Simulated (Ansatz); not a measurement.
Geometry optimisation, RKS B3LYP-D4/cc-pVDZ (Ansatz).

input.yaml

```yaml
crystal:
  periodic: [false, false, false]
  atoms:
    - { symbol: B, position_ang: [0.0, 0.0, 0.0] }
    - { symbol: Cl, position_ang: [0.0, 0.0, 2.21] }
    - { symbol: H, position_ang: [1.0305, 0.0, -0.595] }
    - { symbol: O, position_ang: [-1.2211, 0.0, -0.705] }
    - { symbol: H, position_ang: [-1.7308, -0.8467, -0.4965] }
    - { symbol: O, position_ang: [-0.2139, 1.6086, 0.5392] }
    - { symbol: H, position_ang: [-1.1525, 1.9139, 0.3252] }
    - { symbol: H, position_ang: [-0.1586, 1.1932, 1.6085] }
basis:
  gaussian: { orbitals: cc-pVDZ }
hamiltonian:
  xc: b3lyp
  dispersion: d4
relax:
  f_tol: 0.15
  max_steps: 25
  restrain:
    - { distance: [0, 5], at: 1.41, k: 30.0 }
    - { distance: [7, 1], at: 1.37, k: 30.0 }
    - { distance: [0, 1], at: 3.06, k: 30.0 }
    - { distance: [7, 5], at: 2.21, k: 30.0 }
```

Launched with:

```bash
$ ansatz run input.yaml --threads 1 --pin off --max-ram 2048MiB --backend cpu --events-out ev --progress --plain --runs-dir out
```

Where does it end, and by what steps?

The run converged. The restraints hold the end off the free minimum. After 12 steps the energy has fallen by 2.992 eV (the restraints' own energy left out); H8 moved furthest, 0.64 Å.

| step | energy less start (eV) | largest force component (eV/Å) | accepted |
| --- | --- | --- | --- |
| 0 | 0.0000 | 6.012 | yes |
| 1 | -0.9880 | 5.483 | yes |
| 2 | -1.9103 | 4.540 | yes |
| 3 | -2.5147 | 1.166 | yes |
| 4 | -2.6603 | 3.740 | yes |
| 5 | -2.8628 | 1.299 | yes |
| 6 | -2.9240 | 1.248 | yes |
| 7 | -2.9753 | 0.859 | yes |
| 8 | -2.9832 | 0.787 | yes |
| 9 | -2.9312 | 1.618 | no |
| 10 | -2.9847 | 0.814 | yes |
| 11 | -2.9820 | 1.026 | yes |
| 12 | -2.9920 | 0.826 | yes |

```xyz
8
Properties=species:S:1:pos:R:3
B -0.257 0.418 -0.288
Cl 0.021 -0.148 2.717
H 0.789 -0.168 -0.336
O -1.462 -0.121 -0.622
H -1.401 -1.057 -0.851
O -0.215 1.757 0.082
H -1.102 2.148 0.056
H 0.180 1.042 2.129
```

Time of the run: 44 s on 1 thread of Arm Neoverse V1, with other jobs on the host, peak memory 0.15 GiB.
